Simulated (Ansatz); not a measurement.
Mulliken charges of BFH$_{4}$OSSi (`F[SiH2]OBS`) from ωB97M-V/def2-TZVPP in Ansatz (PBE0-D4/def2-TZVP geometry).

```csv
atom,x (Å),y (Å),z (Å),charge (e)
F1,-1.673,-0.645,-0.747,-0.318
Si2,-1.290,0.428,0.373,0.564
O3,0.322,0.509,0.545,-0.332
B4,1.534,0.058,0.147,0.140
S5,1.813,-1.189,-1.122,-0.165
H6,-1.784,1.743,-0.079,-0.031
H7,-1.880,-0.023,1.648,-0.031
H8,2.517,0.504,0.659,0.052
H9,0.530,-1.431,-1.441,0.121
```

Problem. By hand: the dipole of these point charges (1 e Å = 4.8032 D).

Solution. Σ q r = (-0.078, 0.282, 0.284) e Å, of length 0.408 e Å = 1.96 D.

Problem. How does the dipole of the full density compare? (Best estimate.)

Solution. Ansatz gave: (-0.244, 0.142, 0.132) e Å, 1.50 D; the point charges give 1.31 times that, at 41° from its direction.

Point charges leave out the atoms' own dipoles, such as those of lone pairs, and Mulliken's split depends on the basis, so the two needn't agree.
